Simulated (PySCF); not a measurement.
**How methods differ on the excitation energy of Ga²⁺**

Ga²⁺ [Ar] 3d10 4s1 (2S) → Ga²⁺ [Ar] 3d10 4p1 (2P), as a difference of total energies. Calculation: PySCF 2.14, in aug-cc-pVQZ-PP with one added diffuse shell each of s, p, d, f, g type with ECP10MDF (8s7p6d4f3g, 114 functions); scalar relativity through the core potential. The calculations carry no spin-orbit coupling.

```csv
method,excitation energy (cm⁻¹)
UHF,63542
LDA,68004
PBE,66023
PBE0,65538
r2SCAN,65777
TPSSh,64754
MN15,62839
B3LYP,66628
```
